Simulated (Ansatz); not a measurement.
C3H6GeS can be A, `CC#C[S][GeH3]`, or B, `[GeH3]/[CH]=C1\CS1`.

Isolated molecules relaxed with PBE0-D4/def2-TZVP in Ansatz; ΔE leaves out vibrations. CBS: MP2 limit from def2 TZ/QZ plus the TZ coupled-cluster correction, frozen cores. DFT in def2-TZVPP. B3LYP here is the variant with VWN-RPA as its local correlation; programs differ in this. For Ge outer-core shells are correlated without core-valence functions, which leaves a few kJ/mol of doubt a bond. Scalar relativity is left out up to krypton.

(1) Which is lower in electronic energy at CCSD(T)/CBS, and by how much? (Estimate.)

(2) Give E(B) − E(A) in kcal/mol with B3LYP, CCSD(T)/def2-TZVPP, ωB97M-V, HF/def2-TZVPP, PBE-D4, B2PLYP, B3LYP-D4. (Estimate.)

Largest T1 diagnostic: 0.013.

Answers

(1) Ansatz gave: A, by 7.0 kcal/mol.

(2) Ansatz gave: B3LYP 9.4, CCSD(T)/def2-TZVPP 6.8, ωB97M-V 7.0, HF/def2-TZVPP 14.5, PBE-D4 3.9, B2PLYP 9.1, B3LYP-D4 8.4. None reverses the order clearly.

The D4 term adds −1.0 kcal/mol with B3LYP and −0.5 kcal/mol with PBE0; it sums over pairs of atoms, weighted by their polarisabilities, and B3LYP, whose exchange is more repulsive, gets the larger term. In def2-TZVPP, CCSD(T) changes the Hartree–Fock value by −7.7 kcal/mol (the triples alone add −1.2 kcal/mol) and MP2 by −7.2 kcal/mol.
